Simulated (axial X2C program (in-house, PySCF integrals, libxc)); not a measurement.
**Spin–orbit effects down a group: molecules with Sn, PBE0**

Calculated with an axial X2C code built on PySCF integrals, spin-free (one-electron X2C) or two-component (2c: spin–orbit coupling with atomic mean-field Coulomb and Gaunt terms, which also bring small scalar terms), in Dyall basis sets with cores contracted in-house; open shells are unrestricted.

Basis sets: Al dyall-v3z, B dyall-v3z, Ga dyall-cv3z, In dyall-cv3z, Sn dyall-cv3z.

```
molecule   spin-free state  Re (Å)  ωe (cm⁻¹)  De (eV)  2c state  Re 2c (Å)  ωe 2c (cm⁻¹)  De 2c (eV)
     SnB  M_S = 3/2, Λ = 0   2.175      559.7     2.77   Ω = 3/2      2.175         556.3         n/a
    AlSn  M_S = 3/2, Λ = 0   2.659      264.1     2.24   Ω = 3/2      2.660         262.3         n/a
    GaSn                 ?       ?          ?        ?         ?          ?             ?           ?
    InSn  M_S = 3/2, Λ = 0   2.837      146.8     2.05   Ω = 3/2      2.841         145.8         n/a
```

Task: Estimate the 2c Re and ωe of GaSn as the mean of its neighbours in the table.

Result: Re ≈ 2.751 Å, ωe ≈ 204.1 cm⁻¹. The PBE0 runs give the row below, so the estimate misses by 0.089 Å and 24.1 cm⁻¹.

| molecule | spin-free state | Re (Å) | ωe (cm⁻¹) | De (eV) | 2c state | Re 2c (Å) | ωe 2c (cm⁻¹) | De 2c (eV) |
| --- | --- | --- | --- | --- | --- | --- | --- | --- |
| GaSn | M_S = 3/2, Λ = 0 | 2.659 | 181.3 | 2.16 | Ω = 3/2 | 2.662 | 180.0 | n/a |

Each entry is the lowest single determinant of a limited PBE0 search at one distance. De goes to single-determinant-based atoms at the same level (for ions the charge split of lowest energy) and is withheld (n/a) where an atom does not fit its ground term or J level. Main or longest-lived isotopes. One determinant is a doubtful description, or other states lie close, for SnB, AlSn, GaSn, InSn; these need not be ground states, and all values refer to the states named. With several unpaired electrons the Ω given is that of one determinant, not necessarily of the lowest component. The functionals have no current term, which raises determinants with orbital currents.
